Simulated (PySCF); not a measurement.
C2H5ClOSi, SMILES C=C[Si@H](O)Cl. Atoms are numbered in the order given.

```xyz
10

C      2.2017     1.2816    -0.2982
C      1.5473     0.1102    -0.4337
Si    -0.3181     0.0373    -0.4945
O     -0.9913     1.5080    -0.0635
Cl    -0.9138    -1.4838     0.8125
H      1.6540     2.2377    -0.2255
H      3.3030     1.3428    -0.2566
H      2.1292    -0.8272    -0.5051
H     -0.8817    -0.2727    -1.8417
H     -0.7803     1.8077     0.8388
```
Charge 0, spin multiplicity 1.

Coordinates come from a PBE-D3(BJ)/def2-SVP optimisation. The structure was generated by enumeration; whether it is a known compound was not checked. One conformer was computed; it need not be the lowest.

Method: PBE-D3(BJ)/def2-SVP (PySCF).

Frequencies are harmonic and unscaled.

Question: List the normal modes with their intensities. (Estimate from the structure and the level; the computed values follow.)

Answer: 
```tsv
mode	ν (cm⁻¹)	IR (km/mol)	moving atoms (share of kinetic energy)
1	82	2.3	C 46 %, H 31 %, Cl 14 %
2	149	3.0	C 27 %, H 23 %, O 21 %, Cl 17 %, Si 12 %
3	189	5.0	H 38 %, O 28 %, C 20 %
4	248	12.8	H 37 %, Cl 19 %, O 15 %, C 15 %, Si 14 %
5	292	85.7	H 53 %, O 26 %
6	384	27.0	C 30 %, H 28 %, Si 20 %, O 12 %, Cl 10 %
7	497	36.4	H 36 %, C 26 %, Cl 18 %, Si 15 %
8	545	88.3	Si 34 %, H 32 %, Cl 19 %, C 12 %
9	664	37.2	C 44 %, Si 27 %, H 25 %
10	761	41.8	H 77 %, O 22 %
11	790	192.8	H 84 %, Si 11 %
12	855	243.8	H 71 %, Si 15 %, O 13 %
13	891	14.6	H 35 %, O 34 %, Si 30 %
14	954	22.7	H 72 %, C 28 %
15	971	22.0	H 79 %, C 15 %
16	1006	13.4	H 94 %
17	1224	0.8	H 71 %, C 28 %
18	1365	15.9	H 85 %, C 15 %
19	1617	9.5	C 87 %, H 13 %
20	2220	103.6	H 97 %
21	3050	11.5	H 95 %
22	3079	1.4	H 92 %, C 8 %
23	3144	5.8	H 89 %, C 11 %
24	3755	69.7	H 94 %
```
